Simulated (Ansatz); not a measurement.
The inner images of a band of AlClH4OSi + BrH (10 atoms, charge 0, multiplicity 1) are given out of order.

These are results of RHF/def2-SVP (Ansatz 0.2.0), not measurements.

Image 0:

```xyz
10
Properties=species:S:1:pos:R:3
Al -0.096 -0.153 0.063
O -0.684 -0.423 1.620
Si -1.376 -0.703 3.071
H -2.673 -1.397 2.917
H -0.488 -1.527 3.922
H -1.613 0.592 3.760
H 1.422 -0.252 -0.271
Cl -1.501 -0.047 -1.506
Br 0.080 2.950 0.745
H -0.559 2.770 1.990
```

Image 8:

```xyz
10
Properties=species:S:1:pos:R:3
Al -0.101 0.577 0.093
O -0.379 0.473 2.025
Si -1.425 -0.549 2.949
H -1.414 -1.841 2.259
H -0.804 -0.617 4.283
H -2.752 0.073 3.016
H 0.988 -0.491 -0.257
Cl -2.105 0.139 -0.531
Br 0.534 2.796 0.023
H -0.030 1.251 2.452
```

Task: Put them in order from the first end to the last, with their energies above the first end.
A.
```xyz
10
Properties=species:S:1:pos:R:3
Al -0.150 -0.113 0.080
O -0.662 -0.370 1.666
Si -1.432 -0.730 3.060
H -2.480 -1.749 2.826
H -0.469 -1.245 4.060
H -2.066 0.490 3.616
H 1.344 -0.259 -0.336
Cl -1.642 0.034 -1.405
Br 0.133 2.974 0.681
H -0.066 2.778 2.063
```
B.
```xyz
10
Properties=species:S:1:pos:R:3
Al -0.073 0.524 0.019
O -0.594 0.430 1.906
Si -1.402 -0.552 3.067
H -1.952 -1.696 2.336
H -0.400 -0.950 4.068
H -2.435 0.304 3.671
H 1.082 -0.509 -0.204
Cl -1.895 0.188 -1.031
Br 0.539 2.763 0.276
H -0.358 1.308 2.203
```
C.
```xyz
10
Properties=species:S:1:pos:R:3
Al -0.093 0.566 0.089
O -0.463 0.518 2.009
Si -1.407 -0.561 2.974
H -1.564 -1.767 2.159
H -0.623 -0.800 4.196
H -2.677 0.109 3.286
H 0.991 -0.536 -0.162
Cl -2.057 0.169 -0.664
Br 0.592 2.772 0.020
H -0.186 1.340 2.404
```
D.
```xyz
10
Properties=species:S:1:pos:R:3
Al -0.088 0.421 0.027
O -0.597 0.368 1.856
Si -1.410 -0.522 3.081
H -2.035 -1.692 2.446
H -0.410 -0.931 4.077
H -2.406 0.387 3.660
H 1.138 -0.494 -0.289
Cl -1.835 0.240 -1.163
Br 0.476 2.720 0.637
H -0.319 1.313 1.979
```
E.
```xyz
10
Properties=species:S:1:pos:R:3
Al -0.085 0.552 0.069
O -0.544 0.523 1.973
Si -1.395 -0.562 3.011
H -1.781 -1.693 2.165
H -0.461 -0.946 4.081
H -2.541 0.181 3.556
H 1.018 -0.545 -0.116
Cl -1.986 0.163 -0.825
Br 0.592 2.766 0.061
H -0.303 1.372 2.337
```
F.
```xyz
10
Properties=species:S:1:pos:R:3
Al -0.194 0.023 0.101
O -0.658 -0.054 1.733
Si -1.427 -0.652 3.050
H -2.182 -1.872 2.684
H -0.443 -0.991 4.102
H -2.366 0.358 3.592
H 1.234 -0.390 -0.362
Cl -1.758 0.196 -1.305
Br 0.392 2.893 0.764
H -0.084 2.299 1.953
```
G.
```xyz
10
Properties=species:S:1:pos:R:3
Al -0.160 0.231 0.104
O -0.616 0.283 1.823
Si -1.402 -0.532 3.052
H -2.039 -1.740 2.487
H -0.420 -0.917 4.086
H -2.420 0.361 3.638
H 1.176 -0.462 -0.295
Cl -1.813 0.235 -1.206
Br 0.398 2.729 0.839
H -0.191 1.623 1.782
```

Result: A (+0.01 eV), F (+0.06 eV), G (+0.44 eV), D (-0.58 eV), B (-0.90 eV), E (-0.96 eV), C (-0.98 eV).

Run time: 4.1 min on 4 threads of Intel(R) Xeon(R) Platinum 8259CL CPU @ 2.50GHz (Skylake/Cascade Lake), with other jobs on the host, peak memory 0.35 GiB.
